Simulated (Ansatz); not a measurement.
Input:

```yaml
crystal:
  periodic: [false, false, false]
  atoms:
    - { symbol: B, position_ang: [0.15753, -0.676037, 0.394157] }
    - { symbol: "N", position_ang: [-0.054491, -0.470864, 1.772824] }
    - { symbol: H, position_ang: [-0.781189, -0.944068, 2.288223] }
    - { symbol: H, position_ang: [0.621891, 0.009865, 2.3523] }
    - { symbol: O, position_ang: [1.241427, -0.063758, -0.188666] }
    - { symbol: H, position_ang: [1.264687, -0.206188, -1.143173] }
    - { symbol: H, position_ang: [-0.616273, -1.342866, -0.235903] }
    - { symbol: S, position_ang: [-0.277549, 2.951174, 0.315542] }
    - { symbol: H, position_ang: [-1.30586, 3.635237, 0.862029] }
    - { symbol: H, position_ang: [-0.537873, 1.829805, 1.023568] }
basis:
  gaussian: { orbitals: "6-31G*" }
hamiltonian:
  xc: b3lyp
  dispersion: d4
neb:
  order_check: false
  images: 7
  f_tol: 0.03
  max_iterations: 60
  final_atoms:
    - { symbol: B, position_ang: [-0.05827542, 0.38238194, 0.24122388] }
    - { symbol: "N", position_ang: [-0.16231863, -0.0014042, 1.84988299] }
    - { symbol: H, position_ang: [-0.24208367, -1.01353841, 1.97136096] }
    - { symbol: H, position_ang: [0.69481684, 0.30938935, 2.31241681] }
    - { symbol: O, position_ang: [1.13396491, -0.32172156, -0.11061717] }
    - { symbol: H, position_ang: [1.38843968, -0.10660707, -1.01716148] }
    - { symbol: H, position_ang: [-1.12142321, 0.04470525, -0.23561443] }
    - { symbol: S, position_ang: [0.15963498, 2.31735624, 0.18036038] }
    - { symbol: H, position_ang: [-1.12727262, 2.6539259, -0.05093239] }
    - { symbol: H, position_ang: [-0.95318287, 0.45781256, 2.29998145] }
  initial_path:
    images:
      - { positions_ang: [[0.15753, -0.676037, 0.394157], [-0.054491, -0.470864, 1.772824], [-0.781189, -0.944068, 2.288223], [0.621891, 0.009865, 2.3523], [1.241427, -0.063758, -0.188666], [1.264687, -0.206188, -1.143173], [-0.616273, -1.342866, -0.235903], [-0.277549, 2.951174, 0.315542], [-1.30586, 3.635237, 0.862029], [-0.537873, 1.829805, 1.023568]] }
      - { positions_ang: [[0.12423514, -0.50275333, 0.29330354], [-0.04818505, -0.35958592, 1.80199376], [-0.81562154, -0.7867062, 2.31321926], [0.67403618, 0.06720176, 2.37675155], [1.24727731, -0.03758821, -0.31128717], [1.34242894, -0.38096046, -1.06906163], [-0.70943526, -1.00119224, -0.33520391], [-0.2790618, 2.72820007, 0.41645253], [-1.37409374, 3.34660461, 0.74535343], [-0.44928018, 1.6490799, 1.20937962]] }
      - { positions_ang: [[0.09094028, -0.32946966, 0.19245009], [-0.0418791, -0.24830783, 1.83116353], [-0.85005409, -0.62934441, 2.33821551], [0.72618136, 0.12453853, 2.40120311], [1.25312762, -0.01141841, -0.43390833], [1.42017088, -0.55573291, -0.99495026], [-0.80259752, -0.65951849, -0.43450481], [-0.2805746, 2.50522615, 0.51736307], [-1.44232749, 3.05797223, 0.62867786], [-0.36068735, 1.46835481, 1.39519124]] }
      - { positions_ang: [[0.05764542, -0.15618599, 0.09159663], [-0.03557315, -0.13702975, 1.86033329], [-0.88448663, -0.47198261, 2.36321177], [0.77832654, 0.18187529, 2.42565466], [1.25897794, 0.01475138, -0.5565295], [1.49791282, -0.73050537, -0.92083888], [-0.89575978, -0.31784473, -0.53380572], [-0.2820874, 2.28225222, 0.6182736], [-1.51056123, 2.76933984, 0.51200229], [-0.27209453, 1.28762971, 1.58100286]] }
      - { positions_ang: [[0.02435056, 0.01709768, -0.00925683], [-0.0292672, -0.02575167, 1.88950305], [-0.91891918, -0.31462081, 2.38820803], [0.83047172, 0.23921206, 2.45010621], [1.26482825, 0.04092117, -0.67915067], [1.57565476, -0.90527782, -0.84672751], [-0.98892204, 0.02382903, -0.63310663], [-0.2836002, 2.0592783, 0.71918414], [-1.57879497, 2.48070745, 0.39532672], [-0.18350171, 1.10690461, 1.76681448]] }
      - { positions_ang: [[0.00369407, 0.10841874, 0.05336335], [-0.06253005, -0.0196648, 1.87959804], [-0.7497103, -0.48935021, 2.28399626], [0.796558, 0.25675638, 2.41568386], [1.23211242, -0.04973951, -0.53701729], [1.52885099, -0.70561014, -0.889336], [-1.02204733, 0.02904808, -0.53373358], [-0.17279141, 2.12379778, 0.5844782], [-1.46591438, 2.52401206, 0.28376194], [-0.375922, 0.9446316, 1.90010622]] }
      - { positions_ang: [[-0.01696243, 0.19973981, 0.11598353], [-0.09579291, -0.01357793, 1.86969302], [-0.58050142, -0.66407961, 2.17978449], [0.76264428, 0.2743007, 2.38126151], [1.19939658, -0.1404002, -0.39488392], [1.48204722, -0.50594245, -0.9319445], [-1.05517263, 0.03426714, -0.43436053], [-0.06198261, 2.18831727, 0.44977226], [-1.35303379, 2.56731667, 0.17219716], [-0.56834229, 0.78235859, 2.03339796]] }
      - { positions_ang: [[-0.03761892, 0.29106087, 0.1786037], [-0.12905577, -0.00749107, 1.85978801], [-0.41129254, -0.83880901, 2.07557273], [0.72873056, 0.29184503, 2.34683916], [1.16668075, -0.23106088, -0.25275054], [1.43524345, -0.30627476, -0.97455299], [-1.08829792, 0.03948619, -0.33498748], [0.04882618, 2.25283676, 0.31506632], [-1.2401532, 2.61062129, 0.06063238], [-0.76076258, 0.62008557, 2.16668971]] }
      - { positions_ang: [[-0.05827542, 0.38238194, 0.24122388], [-0.16231863, -0.0014042, 1.84988299], [-0.24208367, -1.01353841, 1.97136096], [0.69481684, 0.30938935, 2.31241681], [1.13396491, -0.32172156, -0.11061717], [1.38843968, -0.10660707, -1.01716148], [-1.12142321, 0.04470525, -0.23561443], [0.15963498, 2.31735624, 0.18036038], [-1.12727262, 2.6539259, -0.05093239], [-0.95318287, 0.45781256, 2.29998145]] }
```

Command:

```bash
$ ansatz run input.yaml --threads 1 --pin off --max-ram 2048MiB --backend cpu --events-out ev --progress --plain --runs-dir out
```

Hardware: 1 thread of Intel(R) Xeon(R) Platinum 8488C (Sapphire Rapids), with other jobs on the host.

Question: Roughly how long does this run take, and how much memory?

Answer: 4 min, with a peak of 0.19 GiB, for 14 band iterations.
